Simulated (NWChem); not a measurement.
System: BeNH3Se; SMILES [Be]([SeH])[NH2]

```xyz
6

Be     0.0071    -1.1788     0.0000
N      0.0184    -2.6750     0.0000
H      0.0205    -3.2642    -0.8265
H      0.0205    -3.2642     0.8265
Se     0.0364     0.8546     0.0000
H     -1.4349     0.9131     0.0000
```
Atoms are numbered in this order, from 1.

Computed with NWChem. Pople sets run with spherical d functions. The geometry was optimised at PBE0/def2-SVP. Total energies compare along this basis series because the functional is fixed.

```
level          basis functions  energy (Ha)  highest occupied level (eV)  orbital gap (eV)  dipole (D)
-------------  ---------------  -----------  ---------------------------  ----------------  ----------
PBE0/STO-3G                 31   -2445.0455                        -4.60              7.94        2.49
PBE0/3-21G                  46   -2460.7822                        -6.75              7.45        2.89
PBE0/6-31G*                 66   -2472.2503                          [?]              7.44         [?]
PBE0/6-311G**               98   -2472.5447                        -6.99              7.01        2.24
```

Question: Some entries are withheld; supply them.

Answer: 
- PBE0/6-31G*, highest occupied level (eV): -6.87
- PBE0/6-31G*, dipole (D): 2.54
